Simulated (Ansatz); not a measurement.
Mulliken charges of Cl$_{2}$F$_{2}$H$_{3}$NSi$_{2}$ (`F[SiH](F)N[SiH](Cl)Cl`) from ωB97M-V/def2-TZVPP in Ansatz (PBE0-D4/def2-TZVP geometry).

```csv
atom,x (Å),y (Å),z (Å),charge (e)
F1,-2.186,0.134,1.098,-0.291
Si2,-1.017,-0.882,0.773,0.719
F3,-1.687,-2.231,0.276,-0.297
N4,-0.063,-0.336,-0.533,-0.326
Si5,0.970,1.017,-0.647,0.493
Cl6,2.850,0.443,-1.197,-0.186
Cl7,1.006,1.869,1.206,-0.180
H8,-0.281,-1.125,2.017,-0.032
H9,-0.127,-0.912,-1.363,0.114
H10,0.534,2.022,-1.630,-0.013
```

Q: By hand: the dipole of these point charges (1 e Å = 4.8032 D).

A: Σ q r = (0.181, 0.087, -0.184) e Å, of length 0.272 e Å = 1.31 D.

Q: How does the dipole of the full density compare? (Best estimate.)

A: The calculation gave: (0.107, -0.050, -0.248) e Å, 1.32 D; the point charges give 0.99 times that, at 36° from its direction.

Point charges leave out the atoms' own dipoles, such as those of lone pairs, and Mulliken's split depends on the basis, so the two needn't agree.
